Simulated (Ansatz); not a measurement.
A made-up structure of SiNHTe, singlet:

```
4
angstrom
N 0.4712 -1.0483 -0.6556
Si 0.1569 0.4261 -0.0533
Te -1.2497 -1.2055 0.8904
H 1.1380 -1.7810 -0.8984
```

It is relaxed with PBE-D4/def2-SVP and then PBE0-D4/def2-TZVP (Ansatz 0.2.0). Atoms count as bonded within 1.22 times the sum of their covalent radii (H–H: 0.88 Å). The end point is not checked to be a true minimum.

**Question.** Does its bonding change? (Judge from chemistry; the calculation decides.)

**Answer.** Computed: No: no bond forms or breaks.

Where it ends: The first stage lowers the energy by 0.39 eV in 6 steps. It ends as SiNHTe ([NH]1[Si][Te]1):
| atom | x (Å) | y (Å) | z (Å) |
| --- | --- | --- | --- |
| N1 | 0.4954 | -1.0399 | -0.4708 |
| Si2 | 0.2167 | 0.5505 | -0.1532 |
| Te3 | -1.1977 | -1.3322 | 0.8170 |
| H4 | 1.0020 | -1.7871 | -0.9099 |

Labels in which every atom is bracketed show which atoms are joined, not bond orders.

For scale, one of the runs: PBE0-D4/def2-TZVP relaxation, 124 basis functions, launched by `ansatz run in.yaml --threads 2 --pin off --events-out ev --progress --plain --max-ram 4352MiB`. The run took about 19 s on 2 CPU threads of an Arm Neoverse V2 (shared host).
